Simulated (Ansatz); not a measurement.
Compare A (`OC(O)[SiH3]`) with its isomer B (`OC[SiH2]O`).

Gas-phase electronic energies from Ansatz, PBE0-D4/def2-TZVP geometries. CCSD(T)/CBS adds triple-zeta CCSD(T) − MP2 to the extrapolated MP2 energy (def2 sets, frozen cores). Functionals use def2-TZVPP. B3LYP here is the variant with VWN-RPA as its local correlation; programs differ in this. Each species was taken in one conformer, which may not be the lowest.

A:

```xyz
10

O     0.819    1.405    0.006
C    -0.196    0.513   -0.376
O    -1.430    0.825    0.229
Si    0.396   -1.247    0.071
H     0.560    2.291   -0.269
H    -0.402    0.590   -1.452
H    -1.330    0.723    1.181
H     1.745   -1.529   -0.481
H    -0.581   -2.229   -0.466
H     0.420   -1.342    1.556
```

B:

Z-matrix (Å, degrees):
```
C
Si 1 1.881
O 1 1.422 2 110.3
H 1 1.101 2 111.0 3 -123.9
H 1 1.094 2 110.6 3 118.3
O 2 1.658 1 107.3 3 47.6
H 2 1.492 1 111.0 3 168.9
H 2 1.482 1 110.8 3 -67.8
H 3 0.962 1 108.0 2 -44.8
H 6 0.957 2 117.7 1 92.1
```

Question: Which isomer does CCSD(T)/CBS put lower? Give the gap. (Best estimate.)

Answer: The calculation gave: B, by 145.3 kJ/mol.

Question: Give E(B) − E(A) in kJ/mol with B3LYP-D4, HF/def2-TZVPP, r2SCAN-D4, PBE-D4, B2PLYP, CCSD(T)/def2-SVP, CCSD/def2-TZVPP. (Estimate.)

Answer: Ansatz gave: B3LYP-D4 -140.0, HF/def2-TZVPP -147.0, r2SCAN-D4 -140.5, PBE-D4 -129.7, B2PLYP -143.8, CCSD(T)/def2-SVP -110.6, CCSD/def2-TZVPP -143.0. None reverses the order clearly.

Question: Does the order hold for the free energy at 298.15 K (harmonic terms from PBE0-D4)? (Estimate.)

Answer: Ansatz gave: Yes: G(B) − G(A) = -143.3 kJ/mol, for one conformer each.

Largest T1 diagnostic: 0.012.

From BLYP to BHLYP (50 % exact exchange), in def2-TZVPP and without D4, E(B) − E(A) moves by −10.5 kJ/mol. At CCSD(T), def2-SVP lies +34.7 kJ/mol from the extrapolated value and def2-TZVPP +4.4 kJ/mol.
